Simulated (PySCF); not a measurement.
**Question.** Write Cartesian coordinates for `CC(C)N([SiH3])[SiH2]C[SiH3]` as optimised with GFN2-xTB.

**Answer.** 
```
atom  x, y, z in Å
C1    -2.2618    0.7853    1.3808
C2    -1.9913    0.0302    0.0837
C3    -2.1764    0.9389   -1.1310
N4    -0.6749   -0.5916    0.0807
Si5   -0.5290   -2.2397   -0.4435
Si6    0.7152    0.3509    0.5334
C7     2.2523   -0.3152   -0.3433
Si8    3.8429    0.6080    0.0934
H9    -1.6183    1.6560    1.4621
H10   -3.2993    1.1114    1.4097
H11   -2.0736    0.1364    2.2320
H12   -2.7335   -0.7734    0.0098
H13   -3.1926    1.3256   -1.1637
H14   -1.4846    1.7752   -1.0875
H15   -1.9843    0.3774   -2.0421
H16    0.3701   -2.9526    0.4653
H17   -0.0240   -2.3185   -1.8207
H18   -1.8670   -2.8304   -0.3856
H19    0.5316    1.7567    0.1460
H20    0.9029    0.2847    1.9929
H21    2.3759   -1.3686   -0.0983
H22    2.1003   -0.2718   -1.4213
H23    4.1123    0.5034    1.5282
H24    3.7270    2.0218   -0.2707
H25    4.9693    0.0242   -0.6436
```

Orientation and origin are arbitrary. Atoms count from 1 in this order. Si5 (SiH3 silicon) is tetrahedral (angles from 107.1° to 111.3°). N4 (nitrogen bridging silicon atoms) is planar (angles 121.7°, 119.4° and 118.8°, sum 359.9°, 0.02 Å off the plane of its three neighbours). Si6 (SiH2 silicon) is tetrahedral (angles from 108.4° to 110.5°). Si8 (SiH3 silicon) is tetrahedral (angles from 108.7° to 110.3°).

Bonds between heavy atoms (Å): C1–C2 1.525, C2–C3 1.528, C2–N4 1.456, N4–Si5 1.736, N4–Si6 1.740, Si6–C7 1.891, C7–Si8 1.890.

Computed geometry: GFN2-xTB, gas phase.

Point group: C1 (no symmetry element, even within 0.4 Å). Not checked by GFN2-xTB frequencies. One conformer, not necessarily the lowest (C1–C2–N4–Si5 134°, C2–N4–Si6–C7 -151°, N4–Si6–C7–Si8 -179°).
